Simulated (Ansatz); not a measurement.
Basis sets compared for AlCl2Br (AlBrCl₂). Charge 0, multiplicity 1. Geometry B3LYP-D4/def2-SVP. Ansatz on 4 threads of Arm Neoverse V2 on a shared host; times are rough, and most runs start from earlier orbitals.

Cartesian coordinates in Å:
```
Al 0.004 0.032 0.008
Cl -1.384 1.451 -0.637
Cl 1.616 0.636 1.188
Br -0.235 -2.119 -0.559
```

Binding counts from free atoms (Al doublet, Cl doublet, Br doublet) in the same basis, without a counterpoise term.

```json
{"level": "HF/STO-3G", "functions": "45", "energy (Eh)": "-3693.1021", "HOMO (eV)": "-9.36", "LUMO (eV)": "5.72", "binding per atom (eV)": "3.55", "wall time": "0.15 s"}
{"level": "PBE-D4/def2-SVP", "functions": "86", "energy (Eh)": "-3735.6189", "HOMO (eV)": "-7.49", "LUMO (eV)": "-2.12", "binding per atom (eV)": "3.24", "wall time": "0.6 s"}
{"level": "PBE0-D4/def2-SVP", "functions": "86", "energy (Eh)": "-3735.8114", "HOMO (eV)": "-8.88", "LUMO (eV)": "-1.31", "binding per atom (eV)": "3.20", "wall time": "0.9 s"}
```

(1) Estimate the rows for HF/def2-TZVP, PBE-D4/def2-TZVP, PBE0-D4/def2-TZVP (with forces).

Answers

(1) 
```
                          level  functions  energy (Eh)  HOMO (eV)  LUMO (eV)  binding per atom (eV)  wall time
                   HF/def2-TZVP        159   -3733.5950     -11.97       1.61                   2.51      1.2 s
               PBE-D4/def2-TZVP        159   -3736.3385      -7.65      -2.32                   3.22      1.1 s
PBE0-D4/def2-TZVP (with forces)        159   -3736.5259      -8.98      -1.48                   3.20      2.6 s
```
